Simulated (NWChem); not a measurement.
A series in which one site is exchanged, each optimised at PBE0/def2-SVP with NWChem, gas phase unless a solvent is named. All stand in one matching conformer (torsions within 35°), which need not be the lowest. For some, no frequency run checked for a minimum. def2 effective core potentials on Te, I; no spin-orbit coupling.

A: O[Te]F (HTeOF; site = F)
B: O[TeH] (H2TeO; site = H)
C: Br[Te]O (HTeOBr; site = Br)
D: [Te](I)O (HTeOI; site = I)

Values for A:

| Property | Result |
|---|---|
| dipole (D), PBE0/def2-SVP | 2.73 |
| orbital gap (eV), PBE0/def2-SVP | 4.35 |
| vertical ionisation energy, ΔSCF, PBE/def2-SVP (eV) | 8.57 |
| vertical ionisation energy, ΔSCF, B3LYP/def2-SVP (eV) | 8.88 |

Question: How do these values change for the other members?

Answer: 
| change from A | B | C | D |
|---|---|---|---|
| dipole (D), PBE0/def2-SVP | -1.00 | -0.55 | -0.87 |
| orbital gap (eV), PBE0/def2-SVP | +0.35 | -0.43 | -0.75 |
| vertical ionisation energy, ΔSCF, PBE/def2-SVP (eV) | +0.09 | -0.26 | -0.47 |
| vertical ionisation energy, ΔSCF, B3LYP/def2-SVP (eV) | -0.05 | -0.32 | -0.54 |
